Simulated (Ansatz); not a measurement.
Input file for Ansatz (a quantum-chemistry and plane-wave program): U-CCSD(T)/aug-cc-pVTZ on HO2 (SMILES [O]O), 2S+1 = 2, atoms moved off the minimum.

Ansatz 0.2 input:
```yaml
crystal:
  periodic: [false, false, false]
  atoms:
    - {symbol: O, position_ang: [-0.47846118, 0.34635724, 0.01594255]}
    - {symbol: O, position_ang: [0.62619322, -0.33937462, -0.03487009]}
    - {symbol: H, position_ang: [-1.19529784, -0.33685572, -0.01155213]}
basis:
  gaussian:
    orbitals: aug-cc-pVTZ
magnetization: {spin_polarized: true, initial_magnetization: 1}
correlation: {method: ccsd_t, electrons: outside_noble_gas}
scf: {omitted_lower_state_checks: [cluster_reference]}
output: {forces: true}
```

The log:

```
WARN ansatz: RAYON_NUM_THREADS=1 ignored (pool sized by the plan → 1); use --threads N
Functional definition: HF
these checks for a lower state are left out or cut short: cluster_reference
integrals: 0.26 GiB planned
697 factors; integrals over basis functions are off by at most 1.1e-3 eV
mean field: 0.23 GiB planned
mean field evaluation 1: about -4086.8360 eV, gradient 1.6e1 eV
mean field evaluation 2: about -4086.8365 eV, gradient 1.6e1 eV
mean field evaluation 4: about -4087.9981 eV, gradient 3.3e0 eV
mean field evaluation 8: about -4088.2108 eV, gradient 2.6e-1 eV
mean field evaluation 16: about -4088.1815 eV, gradient 2.9e0 eV
mean field evaluation 32: about -4088.2027 eV, gradient 2.8e-1 eV
mean field -4088.21270236 eV, -150.2390457217 hartree, gradient 5.1e-6 eV, S^2 0.763252; 4 other end points of the search recorded, 0 dependent functions left out
2 core orbitals not correlated
reference -4088.21270236 eV, -150.2390457217 hartree; 7, 6 occupied and 106, 107 virtual orbitals, 697 factors
densities: 1.66 GiB planned
second order -12.33254791 eV of doubles, -0.00000000 eV of singles
coupled cluster: 1.00 GiB planned
cycle   1  -12.24915606 eV  change    8.3e-2 eV  update   8.8e-2
cycle   2  -12.61919332 eV  change   -3.7e-1 eV  update   2.9e-2
cycle   3  -12.73145224 eV  change   -1.1e-1 eV  update   2.5e-2
cycle   4  -12.72833546 eV  change    3.1e-3 eV  update   1.2e-2
cycle   5  -12.73573870 eV  change   -7.4e-3 eV  update   6.0e-3
cycle   6  -12.73865391 eV  change   -2.9e-3 eV  update   1.5e-3
cycle   7  -12.73826782 eV  change    3.9e-4 eV  update   4.6e-4
cycle   8  -12.73843683 eV  change   -1.7e-4 eV  update   1.9e-4
cycle   9  -12.73842506 eV  change    1.2e-5 eV  update   7.4e-5
cycle  10  -12.73835950 eV  change    6.6e-5 eV  update   3.0e-5
cycle  11  -12.73839754 eV  change   -3.8e-5 eV  update   1.2e-5
cycle  12  -12.73839929 eV  change   -1.7e-6 eV  update   4.7e-6
cycle  13  -12.73840131 eV  change   -2.0e-6 eV  update   2.0e-6
cycle  14  -12.73840116 eV  change    1.5e-7 eV  update   7.2e-7
cycle  15  -12.73840005 eV  change    1.1e-6 eV  update   3.3e-7
perturbative correction -0.49806942 eV, -0.0183037135 hartree
the calculation of the forces begins
Total energy: -4101.44917183 eV, -150.7254770027 hartree
Atom 0 at    -0.478461     0.346357     0.015943 Å, force    -1.778223     0.198760     0.033285 eV/Å
Atom 1 at     0.626193    -0.339375    -0.034870 Å, force     1.398402    -0.747139    -0.057843 eV/Å
Atom 2 at    -1.195298    -0.336856    -0.011552 Å, force     0.379822     0.548378     0.024557 eV/Å
Dipole moment:    -0.434272    -0.139988    -0.001976 e Å
Checks for a lower state left out: cluster_reference
```

Self-consistency was reached.

Cost: about 90 core-seconds (a rough figure).
